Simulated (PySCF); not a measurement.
Record of a relaxation.

Species: C₂H₂F₂Se.
Bonds: F1–C2, C2–F3, C2–C4, C4–Se5 (double). Hydrogens: H6 on C2; H7 on C4.

Method: PBE0-D3(BJ)/def2-SVP geometry optimisation, gas phase in PySCF 2.14.0; density fitting, grid level 1; the optimiser is geomeTRIC in internal coordinates, started from a GFN2-xTB structure with every atom displaced at random (about 0.01 Å). The frame can shift and turn from step to step; on so coarse a grid that alone can change the energy by a few meV, and forces under 0.02 eV/Å are noise.

Step 0: E = -72859.7214 eV, largest atomic force 1.962 eV/Å
```
atom  x, y, z in Å  |  force x, y, z in eV/Å
F1     -1.119    0.440    1.160    0.064   0.333   0.135
C2     -0.618   -0.185    0.081   -0.039   0.395  -0.493
F3     -1.421    0.137   -0.980    0.709  -0.052   0.442
C4      0.825    0.280   -0.158   -1.889  -0.518   0.123
Se5     2.178   -0.761    0.024    0.805  -0.505   0.078
H6     -0.700   -1.258    0.260    0.187  -0.455  -0.096
H7      0.889    1.318   -0.438    0.162   0.802  -0.189
```

Step 1: E = -72859.7506 eV, largest atomic force 0.787 eV/Å
```
atom  x, y, z in Å  |  force x, y, z in eV/Å
F1     -1.470    0.498    0.703   -0.298   0.093   0.118
C2     -0.643   -0.163   -0.117    0.786  -0.002  -0.039
F3     -0.839    0.279   -1.378   -0.371  -0.033  -0.171
C4      0.781    0.210    0.206    0.089   0.002  -0.283
Se5     2.081   -0.890    0.574   -0.146  -0.003   0.097
H6     -0.838   -1.247   -0.070   -0.059   0.011   0.047
H7      0.960    1.284    0.030   -0.002  -0.069   0.231
```

Step 2: E = -72859.7827 eV, largest atomic force 0.268 eV/Å
```
atom  x, y, z in Å  |  force x, y, z in eV/Å
F1     -1.462    0.485    0.702   -0.058   0.152   0.134
C2     -0.621   -0.152   -0.133    0.042  -0.011  -0.239
F3     -0.907    0.252   -1.394   -0.017   0.016   0.052
C4      0.800    0.237    0.173   -0.206  -0.143  -0.095
Se5     2.021   -0.929    0.593    0.126   0.039   0.052
H6     -0.798   -1.238   -0.060    0.086  -0.012   0.031
H7      0.999    1.315    0.067    0.026  -0.041   0.065
```

Step 3: E = -72859.7841 eV, largest atomic force 0.296 eV/Å
```
atom  x, y, z in Å  |  force x, y, z in eV/Å
F1     -1.442    0.504    0.708    0.090   0.046   0.039
C2     -0.626   -0.149   -0.146   -0.088  -0.227  -0.169
F3     -0.937    0.263   -1.398    0.111  -0.020   0.150
C4      0.801    0.207    0.153   -0.052   0.223   0.077
Se5     2.057   -0.909    0.611   -0.093  -0.052  -0.050
H6     -0.812   -1.233   -0.067   -0.011  -0.013  -0.006
H7      0.991    1.288    0.086    0.043   0.042  -0.040
```

Step 4: E = -72859.7889 eV, largest atomic force 0.110 eV/Å
```
atom  x, y, z in Å  |  force x, y, z in eV/Å
F1     -1.436    0.504    0.713   -0.030  -0.006   0.026
C2     -0.625   -0.153   -0.143    0.029   0.037  -0.099
F3     -0.930    0.261   -1.394   -0.012  -0.037   0.048
C4      0.797    0.219    0.154    0.020   0.006   0.057
Se5     2.035   -0.921    0.600    0.016  -0.011  -0.013
H6     -0.804   -1.239   -0.063   -0.028   0.013   0.002
H7      0.994    1.299    0.080    0.005  -0.002  -0.020
```

Step 5: E = -72859.7892 eV, largest atomic force 0.041 eV/Å
```
atom  x, y, z in Å  |  force x, y, z in eV/Å
F1     -1.438    0.503    0.716   -0.013   0.019   0.020
C2     -0.626   -0.151   -0.141    0.012  -0.006  -0.038
F3     -0.931    0.261   -1.391    0.002   0.001   0.021
C4      0.798    0.220    0.158   -0.006  -0.011  -0.015
Se5     2.038   -0.924    0.592   -0.001   0.003  -0.003
H6     -0.808   -1.236   -0.061    0.006  -0.001   0.009
H7      0.999    1.299    0.075    0.001  -0.004   0.004
```

Step 6: E = -72859.7893 eV, largest atomic force under 0.02 eV/Å
```
atom  x, y, z in Å  |  force x, y, z in eV/Å
F1     -1.434    0.506    0.720   -0.001   0.009   0.007
C2     -0.626   -0.150   -0.140   -0.001  -0.006  -0.006
F3     -0.936    0.262   -1.388    0.001   0.004   0.006
C4      0.799    0.218    0.155   -0.001  -0.004  -0.009
Se5     2.038   -0.927    0.586   -0.001  -0.001  -0.004
H6     -0.810   -1.235   -0.059    0.002  -0.001   0.005
H7      1.001    1.297    0.074    0.001  -0.001   0.001
```

Problem. Summarise the path.

Solution. The energy falls by 0.0679 eV from step 0 to step 6; nine tenths of that is first reached at step 2. It falls at every step. The largest force goes from 1.962 to under 0.02 eV/Å. Among the bonds C2–C4 changes most, from 1.535 to 1.501 Å; the atoms move by 0.069 Å rms after alignment.

The cost below is that of the whole optimisation. Hardware: Intel Xeon Platinum 8259CL at 2.50 GHz, one thread, shared host. Cost: 32 s of wall time, 0.41 GiB resident at most.
